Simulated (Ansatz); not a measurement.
`C[BH][Al]([OH])[F]`, charge 0, multiplicity 1.

Give a relaxed structure at PBE0-D4/def2-TZVP (Ansatz 0.2.0). (An estimate is asked.)

Ansatz gave: 
Cartesian coordinates in Å:
```
C -0.323 -0.265 1.641
B 0.511 -0.767 0.437
Al 0.332 0.110 -1.503
O -0.788 1.358 -1.747
F 1.235 -0.368 -2.807
H -1.239 0.282 1.413
H -0.499 -1.004 2.426
H 0.366 0.478 2.091
H 1.328 -1.625 0.634
H -0.923 1.801 -2.584
```
This is one stationary point; other conformers may exist.
